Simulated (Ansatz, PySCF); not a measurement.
Reaction R1 → P1 + 0.5 P2, each structure at its B3LYP-D3(BJ)/def2-TZVP stationary point, reached from a drawn start (curvature not checked).
P1, H2O (SMILES O) (charge 0, multiplicity 1, Z-matrix in Å and degrees):
```
O
H 1 0.9627
H 1 0.9627 2 105.24
```
P2: O2 (SMILES O=O), charge 0, multiplicity 3.
R1: H2O2 (SMILES OO), charge 0, multiplicity 1.

| level | reaction energy (kcal/mol) | minus CCSD(T)/cc-pVQZ |
|---|---|---|
| HF/cc-pVDZ | -35.57 | -11.39 |
| HF/cc-pVQZ | -37.89 | -13.71 |
| SVWN5/def2-TZVPP | -18.52 | 5.66 |
| PBE/def2-TZVPP | -23.39 | 0.79 |
| PBE-D3(BJ)/def2-TZVPP | -23.18 | 1.00 |
| PBE-D4/def2-TZVPP | -23.18 | 1.00 |
| BLYP/def2-TZVPP | -24.09 | 0.09 |
| BLYP-D3(BJ)/def2-TZVPP | -23.67 | 0.51 |
| BLYP-D4/def2-TZVPP | -23.59 | 0.59 |
| revPBE/def2-TZVPP | -25.43 | -1.25 |
| revPBE-D3(BJ)/def2-TZVPP | -24.84 | -0.66 |
| revPBE-D4/def2-TZVPP | -24.52 | -0.34 |
| r2SCAN/def2-TZVPP | -26.29 | -2.11 |
| r2SCAN-D4/def2-TZVPP | -26.24 | -2.06 |
| B97M-V/def2-TZVPP | -23.67 | 0.51 |
| B3LYP/def2-TZVPP | -25.28 | -1.10 |
| B3LYP-D3(BJ)/def2-TZVPP | -24.94 | -0.76 |
| B3LYP-D4/def2-TZVPP | -24.94 | -0.76 |
| PBE0/def2-TZVPP | -25.62 | -1.44 |
| PBE0-D3(BJ)/def2-TZVPP | -25.45 | -1.27 |
| PBE0-D4/def2-TZVPP | -25.45 | -1.27 |
| BHLYP-D3(BJ)/def2-TZVPP | -27.54 | -3.36 |
| BHLYP-D4/def2-TZVPP | -27.58 | -3.40 |
| M06-2X/def2-TZVPP | -24.49 | -0.31 |
| CAM-B3LYP/def2-TZVPP | -25.13 | -0.95 |
| CAM-B3LYP-D3(BJ)/def2-TZVPP | -24.99 | -0.81 |
| CAM-B3LYP-D4/def2-TZVPP | -24.96 | -0.78 |
| B2PLYP/def2-TZVPP | -26.22 | -2.04 |
| B2PLYP-D3(BJ)/def2-TZVPP | -26.07 | -1.89 |
| B2PLYP-D4/def2-TZVPP | -26.07 | -1.89 |
| MP2/cc-pVDZ | -27.69 | -3.51 |
| MP2/cc-pVTZ | -25.56 | -1.38 |
| MP2/cc-pVQZ | -25.61 | -1.43 |
| SCS-MP2/cc-pVDZ | -23.41 | 0.77 |
| SCS-MP2/cc-pVTZ | -21.58 | 2.60 |
| SCS-MP2/cc-pVQZ | -21.60 | 2.58 |
| CCSD/cc-pVDZ | -25.97 | -1.78 |
| CCSD/cc-pVTZ | -25.11 | -0.93 |
| CCSD(T)/cc-pVTZ | -23.91 | 0.27 |
| CCSD(T)/cc-pVQZ | -24.18 | 0.00 |

 The comparison column counts from a level with limits of its own.

P less R. No zero-point or thermal terms; singlets are restricted closed shells; open shells are unrestricted; no spin–orbit coupling.

Frozen-core correlation throughout.

Programs: Ansatz (an electronic-structure program); PySCF for M06-2X and the D3/D4 terms. All values are computed, each at the level named.
